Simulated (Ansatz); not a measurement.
Input file for Ansatz (a program for electronic structure): U-SVWN5/def2-TZVPP on TiN, 2S+1 = 2, a spin state set in the input, which need not be the lowest, a point of a bond scan (R = 1.545 Å).

Ansatz 0.2 input:
```yaml
crystal:
  periodic: [false, false, false]
  atoms:
    - {symbol: Ti, position_ang: [0.00000000, 0.00000000, 0.00000000]}
    - {symbol: N, position_ang: [0.00000000, 0.00000000, 1.54508800]}
basis:
  gaussian:
    orbitals: def2-TZVPP
    pivot_positions_ang: [[0.00000000, 0.00000000, 0.00000000], [0.00000000, 0.00000000, 1.54508800]]
hamiltonian:
  xc: {name: SVWN5}
magnetization: {spin_polarized: true, initial_magnetization: 1}
output: {forces: true, orbitals: {seedname: ./end}}
```

The log:

```
WARN ansatz: RAYON_NUM_THREADS=1 ignored (pool sized by the plan → 1); use --threads N
Functional definition: SVWN5
integrals: 0.02 GiB planned
587 factors; their error is unknown
mean field: 0.26 GiB planned
mean field evaluation 1: about -24521.2713 eV, gradient 6.1e1 eV
mean field evaluation 2: about -24360.8679 eV, gradient 1.3e2 eV
mean field evaluation 4: about -24506.8823 eV, gradient 1.0e2 eV
mean field evaluation 8: about -24536.1179 eV, gradient 3.9e0 eV
mean field evaluation 16: about -24536.1720 eV, gradient 8.0e-2 eV
mean field evaluation 32: about -24534.4181 eV, gradient 1.9e1 eV
mean field evaluation 64: about -24536.1731 eV, gradient 1.4e-2 eV
mean field evaluation 96: about -24535.4850 eV, gradient 5.9e-1 eV
mean field evaluation 128: about -24533.7430 eV, gradient 2.7e0 eV
mean field evaluation 160: about -24533.7432 eV, gradient 6.6e0 eV
mean field -24536.17312114 eV, -901.6877309864 hartree, gradient 3.4e-6 eV, S^2 0.753318; 11 other end points of the search recorded, 0 dependent functions left out
the calculation of the forces begins
reference -24536.17315579 eV, -901.6877322598 hartree; 15, 14 occupied and 80, 81 virtual orbitals, 587 factors
Total energy: -24536.17315579 eV, -901.6877322598 hartree
Atom 0 at     0.000000     0.000000     0.000000 Å, force    -0.000000    -0.000000    -0.434465 eV/Å
Atom 1 at     0.000000     0.000000     1.545088 Å, force     0.000000     0.000000     0.434465 eV/Å
Dipole moment:    -0.000000    -0.000000    -0.712039 e Å
```

The run converged.

Cost: around 8 core-seconds (rough).
